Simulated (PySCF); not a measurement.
How methods differ on the excitation energy of Hf

Hf [Xe] 4f14 5d2 6s2 (3F) → Hf [Xe] 4f14 5d2 6s1 6p1 (high-spin determinant), as a difference of total energies. Computed with PySCF 2.14 in def2-TZVPPD with the def2 core potential (60 electrons) (6s5p3d2f1g, 59 functions), with a scalar-relativistic core potential. Correlated levels: valence: 5s2 5p6 frozen; valence and next inner shell: nothing frozen outside the core potential. The calculations carry no spin-orbit coupling.

| method | excitation energy (eV) |
| --- | --- |
| UHF | 1.242 |
| LDA | 2.723 |
| PBE | 2.476 |
| PBE0 | 2.302 |
| r2SCAN | 2.090 |
| wB97X-V | 2.479 |
| revPBE | 2.392 |
| PBEsol | 2.452 |
| CAM-B3LYP | 2.639 |
| MP2 (valence) | 2.090 |
| SCS-MP2 (valence) | 2.383 |
| MP2 (valence and next inner shell) | 2.429 |
| SCS-MP2 (valence and next inner shell) | 2.619 |

**Question.** How much does correlation contribute at MP2 (valence and next inner shell)?

**Answer.** 2.429 − (1.242) = 1.187 eV, measured against UHF.

The determinant of the upper state mixes LS terms, which raises its energy above the lowest term, most at the Hartree-Fock and MP2 levels.
